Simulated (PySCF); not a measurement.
Vertical excitations of a molecule C₃H₈N₂Si from TDA-LC-ωPBE/def2-SVPD run with PySCF, as energy in eV (oscillator strength): 6.42 (0.001), 6.81 (0.017), 6.92 (0.002), 7.18 (0.041), 7.38 (0.034), 7.71 (0.026), 8.15 (0.036), 8.28 (0.017), 8.49 (0.077), 8.62 (0.024). Lowest triplet (TDA): 5.19 eV. Geometry optimised at B3LYP-D3(BJ)/def2-SVP. The values are those of a single conformer.

**Question.** Which molecule gave these data?
A. C/N=C/C=N/[SiH3]
B. N#CC[SiH2]CN
C. C#CC[SiH](N)N
D. CN1CN=C[SiH2]1

**Answer.** C, C#CC[SiH](N)N
